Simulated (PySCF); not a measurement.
# Ru²⁺ (ruthenium, charge +2) across methods

[Kr] 4d5 5p1, high-spin 7P determinant (an excited configuration). Computed with PySCF 2.14 in aug-cc-pVTZ-DK, with the spin-free X2C one-electron Hamiltonian (Gaussian nucleus).

| method | E (hartree) | mean ε 4p β (eV) | mean ε 4d α (eV) | mean ε 5p α (eV) | Σ⟨r²⟩ (bohr²) | ⟨S²⟩ |
| --- | --- | --- | --- | --- | --- | --- |
| LDA | -4523.87 | -69.415 | -30.151 | -16.234 | 37.56 | 12.000 |
| BHandHLYP | -4528.96 | -74.248 | -33.844 | -17.097 | 37.80 | 12.000 |
| PBE0 | -4528.65 | -71.705 | -32.151 | -16.699 | 37.65 | 12.000 |
| PBE | -4528.56 | -69.074 | -30.097 | -16.070 | 37.63 | 12.000 |
| r2SCANh | -4528.96 | -70.781 | -31.408 | -16.384 | 37.58 | 12.000 |
| UHF | -4526.76540 | -78.055 | -37.473 | -18.168 | 38.21 | 12.001 |
| r2SCAN | -4528.97 | -69.827 | -30.648 | -16.139 | 37.56 | 12.000 |

Q: Estimate the same row for wB97X-V.

A: E (hartree) = -4528.68; mean ε 4p β (eV) = -74.445; mean ε 4d α (eV) = -34.432; mean ε 5p α (eV) = -18.405; Σ⟨r²⟩ (bohr²) = 37.73; ⟨S²⟩ = 12.000.
